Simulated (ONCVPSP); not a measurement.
## nitrogen, ONCV: configuration errors across variants

| Property | Result |
| --- | --- |
| Element | N (Z = 7) |
| Generator | ONCVPSP 4.0.1 |
| Type | optimised norm-conserving Vanderbilt (ONCV) |
| Functional | PBE |
| Relativity | scalar-relativistic |
| Frozen core | [He] |
| Valence charge | 5 |
| Reference configuration | 2s2 2p3 |
| Partial waves | 2s: rc 0.70 bohr, ncon 4, nbas 7, qcut 7.4 1/bohr, 1 projector; 2p: rc 1.50 bohr, ncon 3, nbas 8, qcut 7.1 1/bohr, 1 projector |
| Local potential | polynomial inside 0.50 bohr (lpopt 5, dvloc0 0 Ha) |
| Core correction | none |

All-electron excitation energies from the reference (eV): (1) 2s2 2p2 13.591; (2) 2s2 2p1 42.445; (3) 2s2 2p0 89.527; (4) 2s1 2p3 25.372.

1 further variants failed, have other tests or another functional or relativity, and are left out.

Errors AE − PS in meV (a dash: test not solved or not reliable):

```csv
change,(1),(2),(3),(4),bound ghosts,GHOST(+) flags above zero
base,+20,+224,+1034,-37,none,none
s: nproj 0; local potential the s channel,+19,+214,+1001,-38,none,none
p: rc 1.26,+9.8,+143,+724,-20,none,none
s: qcut 7.6,+20,+224,+1034,-37,none,none
s: qcut 6.2; p: qcut 5.9,+27,+310,+1380,-55,none,p
"local potential polynomial inside 0.50 bohr (lpopt 5, dvloc0 4.5 Ha)",+20,+221,+1026,-37,none,none
s: nbas 8,+20,+222,+1026,-38,none,none
```

**Question.** Give the same row for: p: qcut 6.2.

**Answer.** +25, +283, +1268, -50; bound ghosts: none; GHOST(+) flags above zero: p.
